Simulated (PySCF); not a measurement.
## From computed data to an observable: entropy of an ideal gas

1-bromo-2,2-dichloro-1-fluoroethene (C2BrCl2F), SMILES FC(Br)=C(Cl)Cl.

Coordinates come from a PBE-D3(BJ)/def2-SVP optimisation.

PBE-D3(BJ)/def2-SVP (PySCF) gives the harmonic wavenumbers 103, 143, 232, 300, 320, 339, 486, 501, 780, 949, 1173, 1639 cm⁻¹ and the rotational temperatures 0.1135, 0.0437, 0.0316 K. The molar mass is 193.82 g/mol, the symmetry number 1, the spin multiplicity 1.

Q: Work out the entropy at 298.15 K and 1 atm in the rigid-rotor, harmonic-oscillator model.

A: 
Translation (Sackur–Tetrode at 1 atm): S = R[1.5 ln M + 2.5 ln T − 1.16487] = 174.4 J/(mol K).
Rotation: q = (√π/σ) T^1.5/√(θA θB θC) = 729000, S = R[ln q + 3/2] = 124.7 J/(mol K).
Vibration: with u = 1.4388 ν/T, each mode gives R[u/(e^u − 1) − ln(1 − e^−u)]:
```json
[
 {"ν (cm⁻¹)": "103", "modes": "1", "u": "0.50", "S (J/(mol K))": "14.21"},
 {"ν (cm⁻¹)": "143", "modes": "1", "u": "0.69", "S (J/(mol K))": "11.56"},
 {"ν (cm⁻¹)": "232", "modes": "1", "u": "1.12", "S (J/(mol K))": "7.80"},
 {"ν (cm⁻¹)": "300", "modes": "1", "u": "1.45", "S (J/(mol K))": "5.93"},
 {"ν (cm⁻¹)": "320", "modes": "1", "u": "1.54", "S (J/(mol K))": "5.48"},
 {"ν (cm⁻¹)": "339", "modes": "1", "u": "1.64", "S (J/(mol K))": "5.09"},
 {"ν (cm⁻¹)": "486", "modes": "1", "u": "2.35", "S (J/(mol K))": "2.90"},
 {"ν (cm⁻¹)": "501", "modes": "1", "u": "2.42", "S (J/(mol K))": "2.74"},
 {"ν (cm⁻¹)": "780", "modes": "1", "u": "3.76", "S (J/(mol K))": "0.94"},
 {"ν (cm⁻¹)": "949", "modes": "1", "u": "4.58", "S (J/(mol K))": "0.48"},
 {"ν (cm⁻¹)": "1173", "modes": "1", "u": "5.66", "S (J/(mol K))": "0.19"},
 {"ν (cm⁻¹)": "1639", "modes": "1", "u": "7.91", "S (J/(mol K))": "0.03"}
]
```
These are all the modes. Sum 57.4 J/(mol K).
Spin: R ln 1 = 0.0 J/(mol K).
Total 356.5 J/(mol K); the program's own thermochemistry gives 356.5. Translation makes up 49 % and vibration 16 %. Anharmonicity, hindered rotation and orbital degeneracy are left out.
